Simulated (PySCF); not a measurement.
## From computed data to an observable: chemical shift, span and skew from a shielding tensor

Al(H)(Cl)(NMe2) (C2H7AlClN), SMILES C[N](C)[AlH][Cl]. Atoms are numbered in the order given.

```xyz
12

Al     0.8531     0.3785     0.0000
H      2.4222     0.3848     0.0000
Cl    -0.2528     2.1817     0.0000
N     -0.0592    -1.1466     0.0000
C     -1.5070    -1.2487     0.0000
C      0.6016    -2.4389     0.0000
H     -1.8767    -1.7944    -0.8908
H     -1.8767    -1.7944     0.8908
H     -1.9689    -0.2504     0.0000
H      0.3288    -3.0394     0.8908
H      0.3288    -3.0394    -0.8908
H      1.6975    -2.3234     0.0000
```

Coordinates come from a B3LYP-D3(BJ)/def2-SVP optimisation. The structure was generated by enumeration; whether it is a known compound was not checked. Other conformers were not sampled.

GIAO shieldings from PBE0/pcSseg-1 (PySCF), non-relativistic, no solvent. The symmetric part of the tensor of C5 has the principal values 117.4, 131.8, 180.6 ppm. The same nucleus in TMS has σ = 186.3 ppm at this level (PySCF, at its B3LYP-D3(BJ)/def2-TZVP geometry). Without spin–orbit terms, shifts of atoms bonded to Cl or Br come out too high.

Problem. Work out the isotropic shielding, the ¹³C shift against TMS, the span and the skew.

Solution. 
σ(iso) = (σ11 + σ22 + σ33)/3 = 143.3 ppm. δ = σ(ref) − σ(iso) = 186.3 − (143.3) = 43.0 ppm.
Span Ω = σ33 − σ11 = 63.2 ppm. Skew κ = 3(σ(iso) − σ22)/Ω = 0.54. Tumbling in solution averages the tensor to δ; in a static solid the shielding alone would spread this spin-1/2 line over Ω.
